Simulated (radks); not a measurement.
The numbers below are computed, except where a source is named.
Species: Ni. Configuration: [Ar] 3d8 4s2 (the NIST ground configuration). Level of theory: Dirac Kohn-Sham, LDA (Slater exchange, Perdew-Wang correlation), spin-unpolarised, spherical densities, finite nucleus; open shells fill j = l - 1/2 first; Fermi nuclear charge, rms radius 3.7757 fm (a radial shooting solver on a logarithmic mesh with Libxc functionals).

Normalised radial functions P(r) = r R(r) (large component), r in bohr:

```
   r/bohr * 3d3/2, o 4s1/2 (the largest magnitude, 0.982, reaches the edge; | marks zero, & curves that meet)
 0.006105                             *o
 0.008013                             * o
  0.01052                             * o
  0.01381                             * o
  0.01812                             * o
  0.02379                             *  o
  0.03122                             *  o
  0.04098                             * o
  0.05379                             |&
   0.0706                             o*
  0.09267                           o | *
   0.1216                         o   |   *
   0.1597                        o    |      *
   0.2096                         o   |          *
   0.2751                            o|               *
   0.3611                             |  o                 *
   0.4739                             |      o                 *
   0.6221                             |      o                   *
   0.8165                             |  o                     *
    1.072                         o   |                    *
    1.407                 o           |               *
    1.847            o                |          *
    2.424           o                 |      *
    3.181              o              |  *
    4.176                   o         |*
    5.481                        o    *
    7.195                           o *
    9.443                             &
```

3d3/2: eigenvalue -9.266 eV, 0 radial nodes, <r> = 1.01 bohr, 90 % of the charge inside 1.78 bohr. 4s1/2: eigenvalue -5.858 eV, 3 radial nodes at r = 0.0701, 0.293, 0.920 bohr, <r> = 2.78 bohr, 90 % of the charge inside 4.29 bohr.
